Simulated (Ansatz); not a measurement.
CH$_{6}$AlBOSi. Charge 0, multiplicity 1. The bonds changed during the relaxation, so this is another structure than the one it started from.

```xyz
11

B     0.160    1.706    0.067
Si   -1.262    0.828    0.889
Al    0.953   -0.391   -0.021
C     0.086   -1.982   -0.728
O     0.434   -1.261   -1.689
H     1.009    2.214    0.743
H     0.267    1.697   -1.135
H    -2.311    0.044    0.182
H    -1.389    0.619    2.355
H     2.487   -0.548    0.306
H    -0.434   -2.926   -0.970
```

Problem. What are the harmonic wavenumbers in cm⁻¹ at PBE0-D4/def2-TZVP (Ansatz, finite differences of forces, unscaled)? (Best estimate.)

Solution. The calculation gave: 67, 122, 161, 181, 283, 340, 366, 380, 488, 514, 583, 630, 665, 724, 762, 797, 819, 956, 1110, 1315, 1567, 1951, 2218, 2235, 2526, 2634, 2978.

Problem. Is this a minimum?

Solution. Yes, all 27 modes are real.

Problem. Give the ideal-gas thermochemistry at 298.15 K and 1 bar (rigid rotor, harmonic oscillator; point group C1, symmetry number 1).

Solution. Zero-point energy 163.7 kJ/mol; H(298) − E = 188.1 kJ/mol; entropy 366.6 J/(mol·K), of which translation 166.3, rotation 113.6, vibration 86.7; G(298) − E = 78.8 kJ/mol. Modes under 100 cm⁻¹ are hindered rotations or soft bends, so the harmonic entropy is rough.

Problem. And at 400, 500, 600, 800 and 1000 K?

Solution. 
```tsv
T (K)	H − E (kJ/mol)	S (J/mol/K)	G − E (kJ/mol)
400	202.5	408.0	39.3
500	218.6	443.8	-3.3
600	236.1	475.6	-49.3
800	274.3	530.4	-150.1
1000	315.8	576.7	-260.9
```

Problem. Rotational constants (cm⁻¹)?

Solution. 0.1918, 0.06726, 0.05877.
